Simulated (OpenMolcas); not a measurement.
## P: CASPT2 settings compared

* Program: OpenMolcas
* Basis: ANO-L-VQZP [6s5p3d2f]
* Scalar Hamiltonian: non-relativistic, point nucleus
* Active space: 5 electrons in 8 orbitals (3s 3p 4s 4p)
* State averaging: 2S+1 = 4 odd, 1 root; 2S+1 = 2 odd, 8 roots kept (CI in the orbitals of an earlier block); 2S+1 = 4 even, 3 roots; 2S+1 = 2 even, 8 roots kept (CI in the orbitals of an earlier block)
* Spin-orbit coupling: RASSI with atomic mean-field integrals over the reference wave functions, term energies averaged over their components

Methods on the same reference wave functions:
A. CASSCF
B. SS-CASPT2, IPEA 0 Eh, sigma1 regulariser 0.15 Eh (closed shells correlated: 2s 2p)
C. SS-CASPT2, IPEA 0.6 Eh, imaginary shift 0.15 Eh (closed shells correlated: 2s 2p)
D. XMS-CASPT2, IPEA 0.15 Eh, real shift 0.05 Eh (closed shells correlated: 2s 2p)

Energies in cm⁻¹ above 3s² 3p³ ⁴S°_3/2, the measured ground level; measured values from NIST Handbook of Basic Atomic Spectroscopic Data.

```
          Level      A      B      C      D  Measured
3s² 3p³ ⁴S°_3/2    0.0    0.0    0.0    0.0       0.0
3s² 3p³ ²D°_3/2  14817  12030  12230  11980     11361
3s² 3p³ ²D°_5/2  14836  12050  12250  12000     11377
3s² 3p³ ²P°_1/2  19848  19360  19150  19280     18723
3s² 3p³ ²P°_3/2  19858  19370  19160  19280     18748
```

Deviations, from unrounded energies. A percentage is the sum of absolute deviations over the sum of measured energies, with the sign that they share, or ± where signs differ.

| Against measurement | Levels | A | B | C | D |
| --- | --- | --- | --- | --- | --- |
| mean absolute deviation (cm-1) | 4 | 2300 | 650 | 650 | 580 |
| other terms of the ground configuration (%) | 4 | +15.2 | +4.3 | +4.3 | +3.9 |

D lies closest to measurement on these levels and A furthest from it. The largest miss of D in the table is 3s² 3p³ ²D°_3/2, by +620 cm-1. The ranking rests on the paired levels alone, and a cruder setting can come out closer through cancelling errors.

Among B to D the level of the table that moves most is 3s² 3p³ ²D°_5/2, by 250 cm-1 (lowest in D, highest in C). Moves below CASPT2's spread within the term are not significant.

The mean deviations of B to D differ by less than CASPT2's widest spread within a term (560 cm-1), so their order carries little weight.

From A to B the spin-free energies of the other terms of 3s² 3p³ shown, above ⁴S°, scale by factors of 0.81 to 0.98.

The lowest spin-free term lies below A's lowest term by 0.116 hartree in B, 0.102 hartree in C, 0.111 hartree in D.

CASPT2 does not keep the components of a term degenerate, so their means are used; among the terms shown or strongly mixed into the levels shown the widest spread is 560 cm-1 (3s² 3p³ ²D°, D). Terms from blocks run as CI alone lack orbitals of their own. The run also gave levels led by 3s² 3p² 4s, which use shells meant for correlation; these and all levels above them are left out. Without dynamic correlation excited terms often stand tens of per cent too high (terms of higher spin than the ground term too low), and those without a measured partner can miss by more than the paired ones (holds for A). Computed and measured levels are paired by configuration, term and J; levels that our copy of the source lacks, or whose pairing is in doubt (as where it misses far off the trend of its configuration), stay unpaired and out of the deviations. Levels of configurations outside the active space are missing. Levels that lie high or do not pair safely by name in every column are left out.

° marks odd parity.
